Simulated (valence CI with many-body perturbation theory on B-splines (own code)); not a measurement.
**Hf58+: electric-dipole lines**

Method: valence CI with perturbative core correlation (CI+MBPT): four valence electrons over a frozen Dirac-Fock core [Ne], a basis of 11 s, 11 p, 10 d, 8 f, 5 g, 2 h functions for each j, with the one-electron correlation potential Σ1, the two-electron term Σ2, the three-electron term Σ3, Breit, model QED; selected CI, second order for the rest, scaled by the run's own slope (own B-spline code, finite nucleus).

No measured spectrum was set against this ion. As an estimate, large intervals hold to a few tenths of a per cent, small ones and those within an open d or f shell to about a per cent. Among the levels kept, up to 560 cm⁻¹ of a level comes from second order outside the variational space, and about a tenth of that is noise between levels of different J, which matters for small intervals.

Lines 151 to 200 of 559 in falling wavelength, among levels below 12698 × 10³ cm⁻¹, chosen from the strongest by gf and those to the six lowest levels. Wavelengths and rates use the calculated energies. Electric multipoles are in the length gauge, E1 and E2 with the static RPA response of the core. Weak lines are less certain than strong ones. Lines between different terms over intervals too small for the method are left out, as are lines whose strength nearly cancels. The highest levels of a list are the least certain.

Levels are named by their leading jj configuration (3d3/2^4 stands for four electrons in 3d with j = 3/2), which in mixed levels can hold well under half, so a name can repeat and another be missing. Letters in brackets count levels of one name in rising energy.

```tsv
λ vac (Å)	Upper	Lower	A (s⁻¹)	S (a.u.)
41.33	(3s 3p1/2 3d5/2^2) J=3 [b]	(3s 3p1/2 3p3/2 3d5/2) J=3 [c]	6.80e+10	1.66e-02
41.27	(3s 3p1/2 3p3/2 3d5/2) J=4 [b]	(3s 3p1/2 3p3/2^2) J=3	1.69e+11	5.26e-02
41.18	(3p1/2^2 3p3/2 3d5/2) J=1	(3p1/2^2 3p3/2^2) J=0	1.59e+11	1.64e-02
41.17	(3p1/2^2 3p3/2 3d5/2) J=3	(3s 3p1/2 3p3/2 3d3/2) J=2 [b]	2.34e+11	5.64e-02
41.14	(3s 3p1/2 3d3/2 3d5/2) J=2 [a]	(3s 3p1/2 3p3/2 3d3/2) J=2 [b]	8.26e+10	1.42e-02
41.13	(3p1/2^2 3d3/2 3d5/2) J=4	(3p1/2^2 3p3/2 3d3/2) J=3	1.81e+11	5.60e-02
41.12	(3s 3p1/2 3p3/2 3d5/2) J=2 [b]	(3s 3p1/2 3p3/2^2) J=3	7.27e+10	1.25e-02
41.11	(3s 3p1/2 3d3/2 3d5/2) J=4 [c]	(3s 3p1/2 3p3/2 3d3/2) J=3 [c]	6.91e+10	2.13e-02
41.10	(3p1/2^2 3d3/2 3d5/2) J=3	(3p1/2^2 3p3/2 3d3/2) J=2	1.23e+11	2.95e-02
41.06	(3s 3p1/2^2 3d5/2) J=3	(3s 3p1/2^2 3p3/2) J=2	1.78e+11	4.25e-02
41.02	(3s 3p1/2 3p3/2 3d5/2) J=2 [d]	(3s 3p1/2 3p3/2^2) J=1 [b]	3.27e+11	5.57e-02
41.01	(3s 3p1/2 3d5/2^2) J=0	(3s 3p1/2 3p3/2 3d5/2) J=1 [b]	3.03e+11	1.03e-02
41.00	(3s 3p3/2^2 3d5/2) J=3 [b]	(3s 3p3/2^3) J=2	4.93e+10	1.17e-02
40.96	(3s^2 3d3/2 3d5/2) J=2	(3s^2 3p3/2 3d3/2) J=1	1.80e+11	3.06e-02
40.95	(3s^2 3p3/2 3d5/2) J=1	(3s^2 3p3/2^2) J=0	2.98e+11	3.03e-02
40.95	(3s^2 3p1/2 3d5/2) J=2	(3s^2 3p1/2 3p3/2) J=1	2.55e+11	4.33e-02
40.89	(3s 3p1/2 3d3/2 3d5/2) J=4 [a]	(3s 3p1/2 3p3/2 3d3/2) J=3 [a]	1.94e+11	5.89e-02
40.87	(3s 3p1/2 3p3/2 3d5/2) J=1 [c]	(3s 3p1/2 3p3/2^2) J=1 [a]	2.51e+11	2.53e-02
40.86	(3s^2 3d3/2 3d5/2) J=2	(3s^2 3p3/2 3d3/2) J=2	1.06e+11	1.78e-02
40.82	(3s 3p1/2 3d5/2^2) J=3 [a]	(3s 3p1/2 3p3/2 3d5/2) J=2 [b]	3.91e+10	9.19e-03
40.77	(3s 3p1/2 3d5/2^2) J=2 [a]	(3s 3p1/2 3p3/2 3d5/2) J=3 [a]	7.61e+10	1.27e-02
40.71	(3s 3p1/2 3p3/2 3d5/2) J=3 [d]	(3s 3p1/2 3p3/2^2) J=2 [b]	3.51e+11	8.17e-02
40.67	(3s 3p1/2 3d5/2^2) J=3 [a]	(3s 3p1/2 3p3/2 3d5/2) J=4 [b]	5.73e+10	1.33e-02
40.66	(3s 3p1/2 3p3/2 3d5/2) J=3 [a]	(3s 3p1/2 3p3/2^2) J=2 [a]	2.60e+11	6.03e-02
40.65	(3s 3p1/2 3d5/2^2) J=1 [b]	(3s 3p1/2 3p3/2 3d5/2) J=2 [c]	1.66e+11	1.65e-02
40.60	(3s 3p1/2 3d3/2 3d5/2) J=2 [c]	(3s 3p1/2 3p3/2 3d3/2) J=1 [b]	1.74e+11	2.87e-02
40.60	(3s^2 3d3/2 3d5/2) J=1	(3s^2 3p3/2 3d3/2) J=0	1.44e+11	1.43e-02
40.55	(3s 3p1/2 3p3/2 3d5/2) J=2 [c]	(3s 3p1/2 3p3/2^2) J=2 [b]	1.14e+11	1.88e-02
40.55	(3s 3p1/2 3p3/2 3d5/2) J=1 [b]	(3s 3p1/2 3p3/2^2) J=0	1.71e+11	1.69e-02
40.52	(3s 3p1/2 3p3/2 3d5/2) J=2 [c]	(3s 3p1/2 3p3/2^2) J=1 [a]	2.78e+11	4.57e-02
40.52	(3s 3p1/2 3d3/2 3d5/2) J=3 [a]	(3s 3p1/2 3p3/2 3d3/2) J=2 [a]	2.74e+11	6.30e-02
40.49	(3p1/2^2 3d3/2 3d5/2) J=1	(3p1/2^2 3p3/2 3d3/2) J=0	9.41e+10	9.24e-03
40.48	(3s^2 3d3/2 3d5/2) J=4	(3s^2 3p3/2 3d3/2) J=3	3.05e+11	8.98e-02
40.46	(3s 3p3/2^2 3d5/2) J=2 [a]	(3s 3p3/2^3) J=2	3.92e+11	6.40e-02
40.45	(3s 3p1/2 3d3/2 3d5/2) J=5	(3s 3p1/2 3p3/2 3d3/2) J=4	2.28e+11	8.20e-02
40.44	(3s^2 3d3/2 3d5/2) J=1	(3s^2 3p3/2 3d3/2) J=1	1.36e+11	1.34e-02
40.33	(3s 3p1/2 3d3/2 3d5/2) J=1 [a]	(3s 3p1/2 3p3/2 3d3/2) J=1 [a]	1.07e+11	1.04e-02
40.30	(3s 3p1/2 3d5/2^2) J=1 [b]	(3s 3p1/2 3p3/2 3d5/2) J=1 [c]	9.18e+10	8.89e-03
40.27	(3s 3p1/2 3d5/2^2) J=3 [a]	(3s 3p1/2 3p3/2 3d5/2) J=3 [b]	1.82e+11	4.11e-02
40.25	(3p1/2^2 3d5/2^2) J=4	(3p1/2^2 3p3/2 3d5/2) J=4	7.38e+10	2.14e-02
40.12	(3s 3p1/2 3d3/2 3d5/2) J=4 [b]	(3s 3p1/2 3p3/2 3d3/2) J=4	3.71e+10	1.06e-02
40.08	(3s^2 3d5/2^2) J=0	(3s^2 3p3/2 3d5/2) J=1	6.38e+11	2.03e-02
40.00	(3s 3p1/2 3d3/2 3d5/2) J=2 [a]	(3s 3p1/2 3p3/2 3d3/2) J=1 [a]	1.63e+11	2.58e-02
40.00	(3s 3p3/2^2 3d5/2) J=2 [c]	(3s 3p3/2^3) J=1	6.57e+11	1.04e-01
39.98	(3s 3p1/2 3d3/2 3d5/2) J=1 [a]	(3s 3p1/2 3p3/2 3d3/2) J=0 [a]	1.59e+11	1.51e-02
39.88	(3s 3p1/2 3d3/2 3d5/2) J=4 [c]	(3s 3p1/2 3p3/2 3d3/2) J=3 [b]	2.12e+11	5.99e-02
39.84	(3p1/2^2 3d5/2^2) J=2	(3p1/2^2 3p3/2 3d5/2) J=2	2.11e+11	3.29e-02
39.63	(3s^2 3p3/2 3d5/2) J=3	(3s^2 3p3/2^2) J=2	5.71e+11	1.23e-01
39.59	(3p1/2^2 3d3/2 3d5/2) J=2	(3p1/2^2 3p3/2 3d3/2) J=2	6.47e+10	9.91e-03
39.54	(3s 3p1/2 3d5/2^2) J=2 [b]	(3s 3p1/2 3p3/2 3d5/2) J=2 [b]	1.32e+11	2.01e-02
```
